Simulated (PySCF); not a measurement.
## Solvent effects on NMR parameters

Numbering as in the mapped SMILES `[N:1]#[C:2][C:3](=[O:4])[c:5]1[cH:6][cH:7][cH:8][cH:9][cH:10]1`. Hydrogens are named by the atom that carries them.

GIAO PBE0/pcSseg-1 in PySCF 2.14.0 with density-fitted response routines on one PBE0-D3(BJ)/def2-SVP conformer, non-relativistic, equivalent nuclei averaged. Solvents enter as an IEF-PCM continuum (benzene with ε = 2.3, chloroform with ε = 4.7, tetrahydrofuran with ε = 7.4) around the gas-phase geometry. Shifts are referred to TMS computed in the same medium.

Gas phase, δ in ppm: C3 171.5, C8 142.7, C5 138.2, C6/C10 137.2, C7/C9 134.6, C2 117.8, H(C6)/H(C10) 8.45, H(C8) 7.85, H(C7)/H(C9) 7.74. Dipole moment 5.04 D.

**Question.** How does each δ change in the continuum?

**Answer.** 
```json
{"atoms": "C3", "environment": "acyl cyanide carbonyl carbon", "Δδ, benzene": "+1.3", "Δδ, chloroform": "+2.1", "Δδ, tetrahydrofuran": "+2.4"}
{"atoms": "C8", "environment": "aromatic CH", "Δδ, benzene": "+2.0", "Δδ, chloroform": "+3.2", "Δδ, tetrahydrofuran": "+3.6"}
{"atoms": "C5", "environment": "substituted aromatic carbon", "Δδ, benzene": "+0.4", "Δδ, chloroform": "+0.6", "Δδ, tetrahydrofuran": "+0.7"}
{"atoms": "C6/C10", "environment": "aromatic CH", "Δδ, benzene": "+0.7", "Δδ, chloroform": "+1.2", "Δδ, tetrahydrofuran": "+1.3"}
{"atoms": "C7/C9", "environment": "aromatic CH", "Δδ, benzene": "+1.0", "Δδ, chloroform": "+1.6", "Δδ, tetrahydrofuran": "+1.8"}
{"atoms": "C2", "environment": "nitrile carbon", "Δδ, benzene": "+1.1", "Δδ, chloroform": "+1.8", "Δδ, tetrahydrofuran": "+2.0"}
{"atoms": "H(C6)/H(C10)", "environment": "hydrogen on an aromatic CH", "Δδ, benzene": "+0.04", "Δδ, chloroform": "+0.07", "Δδ, tetrahydrofuran": "+0.08"}
{"atoms": "H(C8)", "environment": "hydrogen on an aromatic CH", "Δδ, benzene": "+0.17", "Δδ, chloroform": "+0.27", "Δδ, tetrahydrofuran": "+0.32"}
{"atoms": "H(C7)/H(C9)", "environment": "hydrogen on an aromatic CH", "Δδ, benzene": "+0.13", "Δδ, chloroform": "+0.21", "Δδ, tetrahydrofuran": "+0.24"}
```

Changes are relative to the gas phase. The dipole moment becomes 5.67 D in benzene, 6.03 D in chloroform, 6.17 D in tetrahydrofuran.

**Question.** Which nuclei move most (in ppm), and what does the model miss?

**Answer.** C8 (aromatic CH, +3.6 ppm) in tetrahydrofuran. A continuum only polarises the solute; specific hydrogen bonds, the anisotropy of aromatic solvents and changes of geometry or conformer are outside it.
